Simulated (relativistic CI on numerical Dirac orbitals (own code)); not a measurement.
What each ingredient does to the levels of Pb LXVII

Base calculation: Dirac-Coulomb-Breit CI, orbitals from a KLI potential per configuration, model QED, unscaled Slater integrals.

CI space (outside the closed core [Ne]): 3s2.3p4, 3s2.3p3.3d, 3s.3p5, 3p6, 3s.3p4.3d, 3s.3p3.3d2, 3p5.3d, 3s2.3p2.3d.4p, 3s2.3p3.4s, 3s.3p3.3d.4s, 3p5.4s, 3s2.3p3.4p, 3p5.4p, 3s2.3p3.4d, 3s2.3p3.4f, 3s.3p4.4s, 3p4.3d.4p, 3s.3p4.4p, 3s.3p4.4d, 3s.3p4.4f, 3s2.3p3.5s, 3s2.3p3.5p, 3s2.3p2.4s.4p, 3s2.3p3.5d, 3s2.3p3.5f, 3s2.3p3.5g, 3s.3p3.4s2, 3s.3p4.5s, 3s2.3p2.3d2, 3s2.3p.3d3, 3s.3p2.3d3, 3s2.3p.3d2.4s, 3s2.3p.3d2.4p, 3s2.3p.3d2.4d, 3p4.3d2, 3p3.3d3, 3p3.3d2.4s, 3p3.3d2.4p, 3p3.3d2.4d, 3s2.3p2.3d.4s, 3s.3p2.3d2.4s, 3s2.3p.3d.4s2, 3s2.3p.3d.4s.4p, 3s2.3p.3d.4s.4d, 3p4.3d.4s, 3p3.3d.4s2, 3p3.3d.4s.4p, 3p3.3d.4s.4d, 3s2.3p2.4s2, 3s.3p2.3d.4s2, 3s2.3p.4s2.4p, 3s2.3p.4s2.4d, 3s2.3p2.4p2, 3s2.3p.3d.4p2, 3s.3p2.3d.4p2, 3s2.3p.4s.4p2, 3s2.3p.4p3, 3s2.3p.4p2.4d, 3s.3p3.4s.4p, 3s.3p2.3d.4s.4p, 3s.3p2.4s2.4p, 3s.3p2.4s.4p2, 3s.3p2.4s.4p.4d. Double excitations out of closed p, d and f shells are left out; levels of such configurations are missing from the list, as are those of other unlisted configurations, and high levels can miss mixing partners. These lack a partner that the ground configuration has and come out too high: 3s2.3p3.4f, 3s.3p4.4p, 3s.3p4.4d, 3s.3p4.4f, 3s2.3p3.5s.

Variants: (1) one mean potential for all configurations. Shifts of the energy above 3s2.3p4 3P_2, in eV, for the lowest level and the first level of each name with at least 55 % of one term (blank where a level changes its place among those of its configuration and J or its character, or is not in the variant):

```json
{"Level": "3s2.3p4 3P_2", "Base": "0.00", "Δ(1)": "0.00"}
{"Level": "3s2.3p4 1S_0", "Base": "22.94", "Δ(1)": "0.00"}
{"Level": "3s2.3p3.3d 3P°_0", "Base": "278.66", "Δ(1)": "-0.23"}
{"Level": "3s2.3p4 3P_1", "Base": "573.96", "Δ(1)": "+0.01"}
{"Level": "3s2.3p2.3d2 3P_0", "Base": "578.00", "Δ(1)": "-0.24"}
{"Level": "3s2.3p4 1D_2", "Base": "584.65", "Δ(1)": "+0.01"}
{"Level": "3s.3p5 3P°_2", "Base": "791.07", "Δ(1)": "+0.11"}
{"Level": "3s2.3p3.3d 3G°_5", "Base": "977.53", "Δ(1)": "-0.23"}
{"Level": "3s.3p4.3d 3P_0", "Base": "1087.65", "Δ(1)": "-0.03"}
```

At this charge energies of transitions that change n are usually good to better than 1 %, and those within a shell (Δn = 0) to a few per cent.

Ionisation energy from the two ground configurations alone: base 7648.04 eV. The NIST ASD value (theoretical) is 7650 eV.

LS names give the leading component of a level, which can be under half, so a name can repeat, a term be missing and a line seem to break the LS rules.
